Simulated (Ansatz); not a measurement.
```yaml
crystal:
  periodic: [false, false, false]
  atoms:
    - {symbol: C, position_ang: [-0.946413, -1.120934, 1.993706]}
    - {symbol: S, position_ang: [0.764081, -1.671929, 1.778460]}
    - {symbol: Ge, position_ang: [1.638715, -0.679581, -0.008756]}
    - {symbol: S, position_ang: [-0.122057, 0.528867, -0.625903]}
    - {symbol: C, position_ang: [0.553826, 1.356805, -2.092262]}
    - {symbol: H, position_ang: [-0.987499, -0.043561, 2.151205]}
    - {symbol: H, position_ang: [-1.338181, -1.630997, 2.873800]}
    - {symbol: H, position_ang: [-1.548865, -1.383777, 1.124738]}
    - {symbol: H, position_ang: [1.589813, 1.064203, -2.271306]}
    - {symbol: H, position_ang: [-0.047339, 1.088684, -2.960528]}
    - {symbol: H, position_ang: [0.509120, 2.435120, -1.942455]}
basis:
  gaussian: {orbitals: aug-cc-pVTZ}
total_charge: -1
magnetization: {spin_polarized: true, initial_magnetization: 1}
hamiltonian: {xc: {name: wPBEh}}
output: {forces: true}
```

```sh
$ ansatz run in.yaml --threads 2 --pin off --events-out ev --progress --plain --max-ram 32768MiB --backend cuda --devices 0, --max-vram 18GiB
```

Output, abridged:

```
Functional definition: wPBEh
1999 factors; their error is unknown
168 factors; integrals over basis functions are off by at most 1.9e-6 eV
mean field evaluation 1: about -80343.2106 eV, gradient 3.6e1 eV
mean field evaluation 2: about -80339.0891 eV, gradient 4.4e1 eV
mean field evaluation 4: about -80348.9835 eV, gradient 2.1e0 eV
mean field evaluation 8: about -80349.0164 eV, gradient 4.0e-2 eV
mean field evaluation 16: about -80349.3311 eV, gradient 6.7e-4 eV
mean field -80349.33107031 eV, -2952.7834541012 hartree, gradient 2.4e-5 eV, S^2 0.754861; 6 other end points of the search recorded, 0 dependent functions left out
reference -80349.33115987 eV, -2952.7834573926 hartree; 42, 41 occupied and 347, 348 virtual orbitals, 1999 factors
Total energy: -80349.33115987 eV, -2952.7834573926 hartree
Atom 0 at    -0.946413    -1.120934     1.993706 Å, force    -0.015543    -0.043543     0.067890 eV/Å
Atom 1 at     0.764081    -1.671929     1.778460 Å, force    -0.443751    -0.663030     1.115849 eV/Å
Atom 2 at     1.638715    -0.679581    -0.008756 Å, force     1.835365    -0.094258    -0.890286 eV/Å
Atom 3 at    -0.122057     0.528867    -0.625903 Å, force    -1.232060     0.726124    -0.272997 eV/Å
Atom 4 at     0.553826     1.356805    -2.092262 Å, force    -0.060980    -0.013982     0.055584 eV/Å
Atom 5 at    -0.987499    -0.043561     2.151205 Å, force    -0.059694     0.008342    -0.019445 eV/Å
Atom 6 at    -1.338181    -1.630997     2.873800 Å, force    -0.084595     0.011429     0.032439 eV/Å
Atom 7 at    -1.548865    -1.383777     1.124738 Å, force    -0.043781     0.042873     0.006356 eV/Å
Atom 8 at     1.589813     1.064203    -2.271306 Å, force     0.024997    -0.039461     0.037950 eV/Å
Atom 9 at    -0.047339     1.088684    -2.960528 Å, force     0.034724     0.019402    -0.075821 eV/Å
Atom 10 at     0.509120     2.435120    -1.942455 Å, force     0.045318     0.046103    -0.057520 eV/Å
Dipole moment:    -0.532050     0.286977    -0.084340 e Å
```

Run time 24 s (2 threads of an AMD EPYC 7R13 on a shared host and a share of an NVIDIA H100 80 GB); peak host memory 1.1 GiB.
